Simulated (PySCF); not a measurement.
Species: `C[Si]1(CCl)C[SiH2]C1`. The columns A, B, C and D hold Mulliken, IAO, Hirshfeld and ESP-fitted charges (e) of one PBE0/pcSseg-1 density (PySCF), in a shuffled order. Coordinates in Å (PBE0-D3(BJ)/def2-SVP); the density's dipole moment is (-1.21, 2.16, -0.74) D.

```tsv
atom	x	y	z	A	B	C	D
C1	-1.146	1.825	-0.677	-0.625	-0.718	-0.876	-0.211
Si2	-0.396	0.199	-0.117	+0.988	+1.088	+1.070	+0.385
C3	-1.763	-1.109	0.026	-0.506	-0.528	-0.641	-0.127
Cl4	-1.036	-2.675	0.527	-0.160	-0.106	-0.103	-0.047
C5	1.065	-0.451	-1.143	-0.819	-0.850	-0.789	-0.265
Si6	2.055	-0.564	0.482	+0.623	+0.758	+0.629	+0.322
C7	0.645	0.253	1.472	-0.819	-0.850	-0.812	-0.265
H8	-1.639	1.721	-1.656	+0.145	+0.155	+0.197	+0.044
H9	-1.889	2.190	0.049	+0.145	+0.155	+0.197	+0.044
H10	-0.363	2.594	-0.773	+0.147	+0.157	+0.218	+0.047
H11	-2.512	-0.836	0.785	+0.176	+0.166	+0.226	+0.047
H12	-2.287	-1.276	-0.926	+0.175	+0.166	+0.225	+0.047
H13	0.900	-1.403	-1.669	+0.176	+0.165	+0.177	+0.033
H14	1.472	0.282	-1.858	+0.163	+0.158	+0.182	+0.037
H15	3.323	0.234	0.473	-0.084	-0.125	-0.145	-0.085
H16	2.367	-1.960	0.909	-0.065	-0.112	-0.127	-0.080
H17	0.256	-0.327	2.321	+0.175	+0.164	+0.184	+0.034
H18	0.882	1.272	1.819	+0.163	+0.158	+0.189	+0.037
```

Problem. Which column most likely holds the ESP-fitted charges?

Solution. C. Σ q r misses the density's dipole by 0.01 D (C), 1.27 D (A), 1.47 D (B), 1.49 D (D). Charges fitted to the outside potential are the only set here that is tied to the molecule's multipoles.

Problem. And the Hirshfeld charges?

Solution. D. The mean sizes are 0.120 e (D), 0.342 e (A), 0.365 e (B), 0.388 e (C), and Hirshfeld charges are commonly the smallest of these schemes.

As computed, A = Mulliken, B = IAO, C = ESP-fitted, D = Hirshfeld. Hydrogens on carbon: Mulliken +0.15 to +0.18, IAO +0.15 to +0.17, ESP-fitted +0.18 to +0.23, Hirshfeld +0.03 to +0.05 e.

The IAO scheme projects the occupied orbitals on a minimal set of polarised atomic orbitals and counts the electrons in each atom's part of it. The ESP scheme is a least-squares fit of atom-centred charges to the potential on four shells outside the van der Waals surface, with the total charge fixed.

One conformer (not necessarily the lowest) at the PBE0-D3(BJ)/def2-SVP geometry, without solvent, vibrations or thermal averaging.

The run behind these numbers computed NMR shieldings as well. The run took 37 s wall (with the writing of density and orbital grids) on one thread of an Arm Neoverse V1, no GPU (shared host), and the process peaked at 1.1 GiB of memory.

Conformer computed: `[CH3:1][Si:2]1([CH2:3][Cl:4])[CH2:5][SiH2:6][CH2:7]1`: C1–Si2–C3–Cl4 179°.
